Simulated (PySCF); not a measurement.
Compound: 1,3-cyclopentanedione, C₅H₆O₂.
SMILES: `C1CC(=O)CC1=O`

The closed-shell ground state was solved at several levels (PySCF, density fitting, gas phase, non-relativistic). One conformer (not necessarily the lowest) at the PBE0-D3(BJ)/def2-SVP geometry, without solvent, vibrations or thermal averaging.

```tsv
level	basis functions	HOMO (eV)	LUMO (eV)	gap (eV)	dipole (D)
PBE0/pcSseg-1	149	-7.23	-1.34	5.89	1.70
B3LYP/pcJ-1	249	-6.97	-1.60	5.37	1.70
B3LYP/pcSseg-2	336	-7.05	-1.74	5.31	1.81
```

Q: Estimate the row for wB97X-D/def2-SVPD, a basis of 194 functions; the other rows only guide the guess.

A: HOMO -9.25 eV, LUMO 0.33 eV, gap 9.58 eV, dipole 1.86 D.

Q: Over all these levels, which gives the widest orbital gap and which the narrowest?

A: wB97X-D/def2-SVPD (range-separated hybrid) has the widest, 9.58 eV, and B3LYP/pcSseg-2 (global hybrid, 20 % exact exchange) the narrowest, 5.31 eV. Functional and basis both differ between the two, so the spread mixes both effects.

Q: How far do the dipole and the HOMO energy spread over the levels?

A: The dipole runs from 1.70 to 1.86 D (mean 1.77 D) and the HOMO from -9.25 to -6.97 eV.
